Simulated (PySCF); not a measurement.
Write Cartesian coordinates for `C#C/C([SiH3])=C/C` as optimised with PBE0-D3(BJ)/def2-SVP.

```xyz
14
C5H8Si angstrom
C      2.747    0.390    1.472
C      1.679    0.217    0.919
C      0.442    0.067    0.228
Si     0.104    1.282   -1.186
C     -0.437   -0.899    0.582
C     -1.756   -1.157   -0.054
H      3.689    0.529    1.969
H      1.273    2.195   -1.329
H     -0.111    0.552   -2.474
H     -1.123    2.091   -0.907
H     -0.164   -1.561    1.414
H     -1.804   -2.187   -0.447
H     -2.569   -1.070    0.687
H     -1.977   -0.467   -0.882
```

Orientation and origin are arbitrary. Atoms count from 1 in this order. Of the pairs four or more bonds apart, Si4···H14 is among the closest relative to their van der Waals radii: 2.74 Å, 83 % of the sum of Bondi's values. The 6 heavy atoms lie in one plane (0.001 Å rms). Si4 (SiH3 silicon) is tetrahedral (angles from 107.8° to 110.8°). The 4 C–C bonds span 1.215 Å (C1≡C2, drawn triple) to 1.487 Å (C5–C6, drawn single), a spread of 0.272 Å.

Bonds between heavy atoms (Å): C1≡C2 1.215, C2–C3 1.425, C3–Si4 1.895, C3=C5 1.352, C5–C6 1.487.

The calculation used PBE0-D3(BJ)/def2-SVP geometry optimisation, gas phase (PySCF 2.14.0).

Point group: Cs (every atom within 0.08 Å of its image). No frequency check.
